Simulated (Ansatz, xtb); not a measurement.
## Ranking isomers of C5H8OS

3 gas-phase structures of C5H8OS, from a drawn sample of its isomers (lower ones may exist). Each was relaxed with GFN2-xTB; where two conformers were screened, the lower at r2SCAN-D4/def2-SVP//GFN2-xTB is listed:

A. `C=C(S)[C@@H]1CCO1`, a singlet
B. `CC(=S)[C@@H]1CCO1`, a singlet
C. `C/C(S)=C1/CCO1`, a singlet

Problem. Make a reasoned guess at their ranking by r2SCAN-D4/def2-SVP//GFN2-xTB single-point energy.

Solution. Calculated order at r2SCAN-D4/def2-SVP//GFN2-xTB: C (0.0), B (0.6), A (6.3) kcal/mol. Less than 1 kcal/mol parts C and B, so the order within that pair means little.

Energies above the lowest of each column, in kcal/mol; the last columns are at r2SCAN-D4/def2-SVP geometries:

```tsv
structure	GFN2-xTB	HF/STO-3G	r2SCAN-D4/def2-SVP//GFN2-xTB	r2SCAN-D4/def2-SVP	CCSD(T)/def2-SVP + ΔMP2/def2-TZVPP
C	0.0	0.0	0.0	0.0	0.0
B	2.6	8.6	0.6	0.6	0.1
A	8.3	8.8	6.3	4.7	2.6
```

Every level run on C puts it lowest or level with the lowest. Some further structures that were screened fall inside this span and aren't listed. Flexible structures stand in one conformer each, not always the lowest. ΔMP2 is the change of the MP2 energy from the smaller to the larger basis.

Programs: Ansatz 0.2.0, xtb 6.7.1.
